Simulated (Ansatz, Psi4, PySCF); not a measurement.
C7H5N, charge +1, doublet (typed; the unrestricted solution is spin-contaminated), geometry from GFN2-xTB (a state made from the parent by changing its charge; the spin is typed, not shown lowest). Base run: MP2/def2-SVP (PySCF).

Here is a job for PySCF.
```python
from pyscf import gto, scf, mp

mol = gto.Mole()
mol.atom = '''
    N     3.09447207    0.54569994    0.08552880
    C     1.97027113    0.34405098    0.09827211
    C     0.58290560    0.10911407   -0.06534538
    C    -0.29752988    1.20037873    0.01070762
    C    -1.64940850    0.93943794    0.12467921
    C    -2.09840019   -0.37517664    0.00812351
    C    -1.22169602   -1.45682642   -0.06125818
    C     0.13389680   -1.21669448   -0.17684443
    H     0.07376209    2.21515404    0.03562928
    H    -2.34191656    1.75993276    0.25167831
    H    -3.15939126   -0.55266667   -0.14507906
    H    -1.58608738   -2.47460941   -0.07689969
    H     0.83209500   -2.03341530   -0.29403714
'''
mol.basis = 'def2-svp'
mol.charge = 1
mol.spin = 1
mol.verbose = 4
mol.build()

mf = scf.UHF(mol)
mf.kernel()

pt = mp.MP2(mf)
pt.kernel()
print('E(MP2) = %.10f' % pt.e_tot)
```

The same geometry, method and basis name were run in Ansatz (a quantum-chemistry and plane-wave program) and Psi4 and PySCF, at each program's defaults and at the settings that a row names. The base is PySCF at its defaults. Differences at the defaults can come from grids, fitting, cores and function types together. The rows with settings made alike still differ; the cause (another SCF solution, basis table, core potential or functional code) wasn't traced.

| code and settings | ΔE vs base (mEh) | basis functions | E (Eh) | SCF cycles |
|---|---|---|---|---|
| PySCF, defaults (exact integrals, spherical functions, all electrons correlated) | 0.000 | 137 | -322.88461 | 29 |
| Psi4, defaults (density fitting with its default set, spherical functions, all electrons correlated) | 0.696 | 137 | -322.88391 | 32 |
| Ansatz, defaults (factorised integrals, spherical functions, frozen core) | 23.645 | 137 | -322.86097 | - |
| PySCF, frozen core | 22.936 | 137 | -322.86167 | 29 |
| Psi4, exact integrals, spherical functions, frozen core | 22.947 | 137 | -322.86166 | 32 |
| Ansatz, high accuracy, frozen core | 23.641 | 137 | -322.86097 | - |

Open shells are given as the SCF converged; they aren't shown to be the lowest states, and a large step between rows can be another state.
